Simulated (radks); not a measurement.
Problem. These are the eigenvalues of the occupied orbitals of an atom or ion with whole-number occupations (eV). Method: Dirac Kohn-Sham, BLYP, spin-unpolarised, spherical densities, finite nucleus; Fermi nuclear charge, rms radius of each element as measured or else 0.836 A^(1/3) + 0.57 fm; computed with a radial shooting solver on a logarithmic mesh with Libxc functionals.

| orbital | eigenvalue |
|---|---|
| 1s1/2 | -515.4149 |
| 2s1/2 | -23.8257 |
| 2p1/2 | -9.0428 |
| 2p3/2 | -9.0058 |

Which element is it, and in what charge state? The configuration may be excited. Open shells, if any, fill j = l - 1/2 first.

Solution. Z = 8, oxygen, charge 0: O in [He] 2s2 2p4. The list shows which subshells hold electrons but not how many an open one holds; the 1s level, -18.941 hartree, gives Z - s = 6.2 by -(Z - s)^2/2, which with screening and relativity narrows Z to a few neighbours, and the depths of the outer levels then fix element, charge and occupations together.
